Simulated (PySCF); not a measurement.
**Spinor energies of Sb²⁺ (antimony, charge +2)**

Start: [Kr] 4d10 5s1 5p1 6s1; 5s1/2 filled at m_j = +1/2; 5p3/2 filled at m_j = +3/2; 6s1/2 filled at m_j = +1/2. Calculated with PySCF 2.14 in x2c-TZVPall-2c with one added diffuse shell each of s, p, d, f type (9s10p6d3f, 90 functions): generalised Hartree-Fock with the X2C-1e Hamiltonian and a Gaussian nucleus; one run each with spin-orbit coupling (SO) switched off, then screened by Boettger's factors. This is a chosen level, not necessarily the ground level.

```tsv
spinor shell	electrons	ε, spin-free (eV)	ε, screened SO (eV)	weight of nominal j (screened SO)	rms radius, screened SO (bohr)
1s1/2	2	-30668.0	-30665.2	1.000	0.0325
2s1/2	2	-4781.9	-4781.2	1.000	0.133
2p1/2	2	-4288.3	-4463.3	1.000	0.115
2p3/2	4	-4288.3	-4209.1	1.000	0.120
3s1/2	2	-997.15	-997.09	1.000	0.352
3p1/2	2	-832.35	-865.74	1.000	0.345
3p3/2	4	-832.35	-817.34	1.000	0.356
3d3/2	4	-581.47	-587.42	1.000	0.329
3d5/2	6	-581.47	-577.58	1.000	0.332
4s1/2	2	-199.68	-199.81	1.000	0.843
4p1/2	2	-146.86	-153.16	1.000	0.893
4p3/2	4	-146.86	-144.22	1.000	0.920
4d3/2	4	-67.442	-68.418	0.965	1.09
4d5/2	6	-67.442	-67.031	0.977	1.10
5s1/2	1	-38.555	-38.651	1.000	2.19
5p3/2	1	-28.000	-27.755	1.000	2.63
6s1/2	1	-13.545	-13.569	0.574	4.57
```

```csv
quantity,spin-free,screened SO
E (hartree),-6475.60250,-6477.25230
M_J,5/2,5/2
⟨J²⟩,11.632,11.218
⟨L²⟩,4.881,4.577
⟨S²⟩,3.751,3.768
```

The determinant has a definite M_J but mixes levels of different J.

Each row is a mean over spinors that exchange with the open shell spreads, by up to 0.885 eV (4s1/2).

Rows whose weight is well below 1 are mixtures of j = l ± 1/2: exchange outweighs spin-orbit coupling there, and the label is only the starting occupation.

Breit and QED terms are absent; they matter most for the inner s and p1/2 levels.

Densities and radii are taken from the X2C orbitals without a picture-change correction, which distorts them close to the nucleus.

Without spin-orbit coupling the j labels of p, d and f shells carry no meaning; the spin-free column gives the mean over the occupied spinors of each nl shell, and its ⟨J²⟩ belongs to a mixture of degenerate components.
